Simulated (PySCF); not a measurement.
Predicted microwave data (B3LYP/def2-SVPD in PySCF (dipole) on a GFN2-xTB geometry, gas phase) for one isomer of C6H6NP:

```
Rotational constants : A = 3542, B = 1292, C = 952.1 MHz
Dipole components    : |μa| = 3.67 D, |μb| = 2.29 D, |μc| = 0.00 D
Inertial defect      : -3.17 u·Å²
κ                    : -0.74
```

Question: Which candidate fits, each taken in the one conformer that was computed?
A. `[CH2:1]=[CH:2][c:3]1[cH:4][n:5][cH:6][cH:7][p:8]1` with C1–C2–C3–C4 180°
B. `C#Cc1cn(C)cp1`

Answer: B. It is C#Cc1cn(C)cp1, an asymmetric top, point group Cs. The candidates at the same level (rigid rotor, commonest isotopes):

```
       SMILES  A (MHz)  B (MHz)  C (MHz)  μa (D)  μb (D)  μc (D)  Δ (u·Å²)  point group           rotor
  C=Cc1cnccp1     3645     1493     1059    0.79    0.78    0.00      0.00           Cs  asymmetric top
C#Cc1cn(C)cp1     3542     1292    952.1    3.67    2.29    0.00     -3.17           Cs  asymmetric top
```

`C=Cc1cnccp1` has B 16 % too high. In the right answer the mirror of this Cs structure is the ab plane, so μc vanishes by symmetry. No structure here is proved a minimum.
